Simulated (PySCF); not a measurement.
C₂H₃BrCl₂Ge, SMILES C=[CH][Ge]([Cl])([Cl])[Br] at its CAM-B3LYP/def2-SVP optimised geometry (Å):

```
9

C     -0.7425    -2.5419     2.4335
C     -1.5117    -1.9711     1.5098
Ge    -0.8067    -1.0179     0.0000
Cl    -1.4870     1.0179     0.0000
Cl    -1.4867    -1.8950    -1.8372
Br     1.4870    -1.0179     0.0000
H      0.3500    -2.5012     2.3857
H     -1.1787    -3.0781     3.2822
H     -2.6039    -2.0231     1.5744
```

Computed with CAM-B3LYP/def2-TZVP run with PySCF. Cells within 0.4 Å of a nucleus heavier than hydrogen are left out (blank, or x).

Map of the log10 of the electron density (e/bohr³), floored at −4 on the plane z = 0.0 Å:

```
|0000000000000000000000000000000|
|0000001111110000000000000000000|
|0000111222221110000000000000000|
|0001122233322211000000000000000|
|0112233344433322100000000000000|
|0122344455444332210000000000000|
|1223445556555433211000000000000|
|1234456666665543221000000000000|
|2234566777776554321110000000000|
|234556778x776654322111111100000|
|23456778xxx77654332222222111000|
|2345677xxxx77654333333332221100|
|23456677xx877654433344433322110|
|2344567777776654444444444433211|
|2234566777776655445555555443221|
|1234456666666655555666665544321|
|1223445566666665566677776654322|
|1123345566788766666778877654432|
|01223445679xx97666779xx87665432|
|0122344568xxxx866678xxxx7765432|
|0122344568xxxx866678xxx97665432|
|012234456789x87666778x987655432|
|1122344556777766666777777654432|
|1122344556666655556667766554322|
|1122334455555555555566665543321|
|0122334445554444444555555443221|
|0112233344444433334444444332210|
|0112223333333333333333333322110|
|0011222333333222222233322221100|
|0001122222222221112222221110000|
|0000111222221111111111111000000|
```
Scale: ten equal steps from -4.00 (start of '0') to 0.434 (end of '9'), in the order '0123456789'; x runs from -3.50 to 3.50, y from -3.50 (bottom) to 3.50 (top).
